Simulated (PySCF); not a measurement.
**Computed properties of CH₆O₂SSi, SMILES O[SiH](SC)O**

Si(H)(OH)2(SMe) (CH6O2SSi), SMILES S([SiH](O)O)C. Geometry: B3LYP-D3(BJ)/def2-SVP. The structure was generated by enumeration, and PubChem lists no compound with its InChIKey, so it may never have been made. The values are those of a single conformer. All values are computed for the isolated molecule unless a solvent is named; none is compared with measurement here.

**Structure.** All 27 harmonic modes at B3LYP-D3(BJ)/def2-SVP (PySCF) are real, so it is a minimum. With heavy atoms numbered as in [SiH:1]([OH:2])([OH:3])[S:4][CH3:5], the shortest bond between them is Si1–O2 at 1.660 Å and the longest Si1–S4 at 2.136 Å.

**Vibrations.** The strongest infrared lines (harmonic, unscaled, degenerate partners summed) lie at 876 cm⁻¹ (234 km/mol, H 45 %, Si 27 %, O 27 %), 731 cm⁻¹ (189 km/mol, H 96 %), 956 cm⁻¹ (147 km/mol, Si 37 %, H 35 %, O 26 %). The softest mode is at 59 cm⁻¹ and the zero-point energy is 48.0 kcal/mol.

**Electronic structure.** PBE0/def2-TZVP (PySCF) places the frontier levels at -7.00 and 0.17 eV, a gap of 7.17 eV, and gives a dipole moment of 1.28 D and a mean polarisability of 62.2 bohr³. PBE/def2-TZVP (PySCF) at the same geometry gives -5.76 and -0.75 eV, so its gap is 2.16 eV narrower. An orbital gap is neither the optical nor the fundamental gap.

**Excitations.** TDA-PBE0/def2-SVPD (PySCF) has S1 at 5.64 eV (220 nm, f = 0.003, weak); the most intense of the 10 singlets computed lies at 7.62 eV (f = 0.08). T1 (TDA) is at 5.23 eV, 0.41 eV under S1. TDA-PBE/def2-SVPD (PySCF) puts S1 at 5.06 eV. No vertical singlet excitation falls in the visible range (under 3.1 eV).

**NMR.** GIAO shifts at PBE0/pcSseg-1 (PySCF) (non-relativistic, atoms alike by connectivity averaged): ¹³C at 14.9 ppm against TMS; ¹H from 2.2 to 5.4 ppm against TMS; ²⁹Si at -8.0 ppm against TMS.

**Solvation.** SMD-M06-2X/def2-SVP (PySCF) gives -8.6 kcal/mol in water, -7.7 kcal/mol in dichloromethane, -10.2 kcal/mol in 2-propanol (1 M in both phases, gas-phase geometry); of these solvents 2-propanol holds the molecule best.
